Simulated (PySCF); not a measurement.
HgI, SMILES [I][Hg+], charge +1.

The structure is a stationary point at r2SCAN-D4/def2-TZVP. The spin state was assumed, not searched. The def2 effective core potentials stand for the cores of Hg, I; spin–orbit coupling is left out.

Computed with IEF-PCM-ωB97X/def2-TZVPD run with PySCF.

The values are the electrostatic part of the solvation free energy, E(continuum) − E(gas) at the gas-phase geometry, in a cavity of scaled van der Waals radii (PySCF's table); cavitation and dispersion terms are not included. A continuum can't describe solvent molecules that bind to the metal. In vacuum the orbital gap is 6.89 eV.

```
solvent        ε  ΔG(elec) (kcal/mol)  gap (eV)
---------  -----  -------------------  --------
water      78.36                -90.1      8.14
n-hexane    1.88                -38.7      7.25
1-octanol   9.86                -80.2      7.92
```
